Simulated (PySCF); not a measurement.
SeF2, SMILES [Se](F)F.

The structure is a stationary point at ωB97X-D3(BJ)/def2-TZVP.

Vertical ionisation energy (IE) and electron affinity (EA) in eV. Rows of orbital energies are one-electron estimates. Where ΔSCF, EOM or ADC give a negative EA the extra electron is unbound and the value depends on the basis.

| level | IE | EA |
|---|---|---|
| −ε(HOMO), −ε(LUMO), M06-2X/def2-TZVPD (PySCF) | 8.57 | 1.45 |
| ADC(2)/aug-cc-pVDZ (PySCF) | ? | ? |

### Question
Fill in the missing entries. (Estimate from the structure and the level; the computed values follow.)

### Answer

- ADC(2)/aug-cc-pVDZ (PySCF), IE: 9.41
- ADC(2)/aug-cc-pVDZ (PySCF), EA: 0.02

### Question
Beyond the first one, list the lowest photoelectron lines from ADC(2)/aug-cc-pVDZ in PySCF with their pole strengths (two spins summed). (The exact figures need the calculation; the answer reports its results.)

### Answer
13.42 eV (1.69), 13.63 eV (1.73), 13.65 eV (1.68), 14.97 eV (1.71), 15.70 eV (1.74).
